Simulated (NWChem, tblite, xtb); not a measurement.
**How methods differ on GeSiH3F (SMILES [F][Ge][SiH3])**

The species is GeSiH3F (6 atoms), meant as a triplet with charge 0. SMILES: `[F][Ge][SiH3]`. Geometry: a GFN2-xTB relaxation, a rough one for these elements and not checked as a minimum.

Quantity: the dipole moment, in D. The values are calculated.

```tsv
level	kind	program	value (D)	CPU time
GFN2-xTB	semi-empirical	tblite	3.37	under 2 s
GFN1-xTB	semi-empirical	tblite	2.80	under 2 s
IPEA1-xTB	semi-empirical	tblite	3.19	under 2 s
GFN0-xTB	semi-empirical	xtb	3.40	under 2 s
UHF/STO-3G	Hartree–Fock	NWChem	1.76	11 s
UHF/3-21G	Hartree–Fock	NWChem	2.98	13 s
UB3LYP/6-31G* (spherical functions)	global hybrid	NWChem	2.49	99 s
UB3LYP/6-31G* (Cartesian functions)	global hybrid	NWChem	2.49	100 s
UPBE0/6-31G** (spherical functions)	global hybrid	NWChem	2.52	1.8 min
UTPSSh/6-311G**	hybrid meta-GGA	NWChem	2.56	1.7 min
```

All-electron rows without a relativistic Hamiltonian named are non-relativistic. The values span 1.76 to 3.40 D. Sets without polarisation functions give poor dipoles. Times are those of the runs behind each value, whatever else they computed, on shared processors of several kinds: orders of magnitude only.
